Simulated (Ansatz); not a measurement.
Reaction (ligand exchange at the Si–N bond): `CN(C)[Si](O)(O)O` + H₂Te → `O[Si](O)(O)[TeH]` + dimethylamine

Isolated molecules relaxed with PBE0-D4/def2-TZVP in Ansatz; ΔE leaves out vibrations. CCSD(T)/CBS adds triple-zeta CCSD(T) − MP2 to the extrapolated MP2 energy (def2 sets, frozen cores). Functionals use def2-TZVPP. B3LYP here is the variant with VWN-RPA as its local correlation; programs differ in this. Elements past krypton have def2 core potentials. For Te outer-core shells are correlated without core-valence functions, which leaves a few kJ/mol of doubt a bond. Each species was taken in one conformer, which may not be the lowest.

`CN(C)[Si](O)(O)O`:

```xyz
16

C    -0.352   -1.728    0.014
N    -0.119   -0.351   -0.344
C    -0.564   -0.012   -1.676
Si    0.439    0.852    0.720
O     1.426    1.917   -0.034
O     1.181    0.023    1.927
O    -0.706    1.862    1.320
H    -1.422   -1.981   -0.013
H     0.158   -2.405   -0.684
H     0.025   -1.930    1.015
H    -0.344    1.033   -1.900
H    -1.645   -0.166   -1.797
H    -0.058   -0.631   -2.429
H     2.246    1.551   -0.370
H     1.293    0.503    2.749
H    -1.557    1.464    1.503
```

H₂Te:

Z-matrix (Å, degrees):
```
Te
H 1 1.656
H 1 1.656 2 90.4
```

`O[Si](O)(O)[TeH]`:

Z-matrix (Å, degrees):
```
Si
O 1 1.636
O 1 1.629 2 114.7
O 1 1.631 2 107.0 3 117.5
Te 1 2.488 2 105.9 3 -119.1
H 2 0.959 1 117.2 3 59.7
H 3 0.960 1 116.1 2 94.8
H 4 0.958 1 117.8 2 56.5
H 5 1.656 1 91.5 2 165.7
```

`CNC`:

Cartesian coordinates in Å:
```
C 0.506 0.227 1.074
N 0.360 0.513 -0.335
C -0.474 -0.449 -1.017
H 1.095 1.011 1.554
H 1.046 -0.716 1.200
H -0.452 0.132 1.615
H -0.018 1.443 -0.459
H 0.013 -1.429 -1.003
H -0.601 -0.159 -2.062
H -1.475 -0.574 -0.568
```

```tsv
level	ΔE (kcal/mol)
r2SCAN-D4	2.5
ωB97M-V	3.8
B2PLYP	2.8
PBE	-0.5
PBE0	0.5
B3LYP	2.2
SCS-MP2/def2-TZVPP	3.8
SCS-MP2/def2-QZVPP	2.8
```

Question: What does CCSD(T)/CBS give? (Estimate.)

Answer: Computed: +2.6 kcal/mol. The listed levels differ from it by -0.1, 1.2, 0.2, -3.1, -2.1, -0.4, 1.2, 0.2 kcal/mol.

Largest T1 diagnostic among the species: 0.012.

From PBE to PBE0 (25 % exact exchange), in def2-TZVPP and without D4, ΔE moves by +1.1 kcal/mol. The D4 term adds +1.2 kcal/mol with B3LYP and +0.8 kcal/mol with PBE0; it sums over pairs of atoms, weighted by their polarisabilities, and B3LYP, whose exchange is more repulsive, gets the larger term.
